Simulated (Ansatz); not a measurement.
C7H12 (`CCC#CCCC`), relaxed with RKS PBE0-D4/def2-TZVP in Ansatz from a PBE-D4/def2-SVP geometry. The force threshold is 0.005 eV/Å; the program also tests the step.

Total charge 0; spin multiplicity 1.

Start:

```xyz
19

C    -0.763    0.805   -2.811
C    -1.754   -0.013   -1.964
C    -1.244   -0.351   -0.635
C    -0.789   -0.621    0.470
C    -0.225   -0.908    1.789
C     0.878    0.084    2.222
C     2.105    0.071    1.309
H     0.182    0.246   -2.964
H    -1.193    1.037   -3.806
H    -0.510    1.761   -2.311
H    -2.022   -0.949   -2.503
H    -2.709    0.550   -1.860
H    -1.041   -0.907    2.546
H     0.189   -1.942    1.796
H     1.175   -0.163    3.264
H     0.443    1.106    2.255
H     1.824    0.315    0.264
H     2.589   -0.929    1.299
H     2.864    0.808    1.639
```

**Question.** How much energy does the relaxation release, and in how many steps? (An estimate is asked.)

**Answer.** The calculation gave: 9.27 kJ/mol, in 5 steps.

**Question.** Which bonds change most? (Best estimate.)

**Answer.** The calculation gave: C3–C4 from 1.225 to 1.203 Å; C2–H12 from 1.113 to 1.095 Å; C2–H11 from 1.113 to 1.095 Å; C5–H14 from 1.114 to 1.097 Å.

**Question.** Give the relaxed structure. (Best estimate.)

**Answer.** The calculation gave: 
```xyz
19

C    -0.747    0.795   -2.777
C    -1.737   -0.014   -1.944
C    -1.224   -0.345   -0.623
C    -0.778   -0.609    0.463
C    -0.223   -0.901    1.775
C     0.866    0.086    2.202
C     2.075    0.072    1.285
H     0.181    0.240   -2.922
H    -1.168    1.024   -3.759
H    -0.502    1.736   -2.281
H    -1.994   -0.940   -2.470
H    -2.674    0.543   -1.837
H    -1.030   -0.899    2.515
H     0.189   -1.917    1.774
H     1.169   -0.161    3.225
H     0.436    1.092    2.236
H     1.789    0.325    0.261
H     2.542   -0.917    1.264
H     2.830    0.790    1.613
```
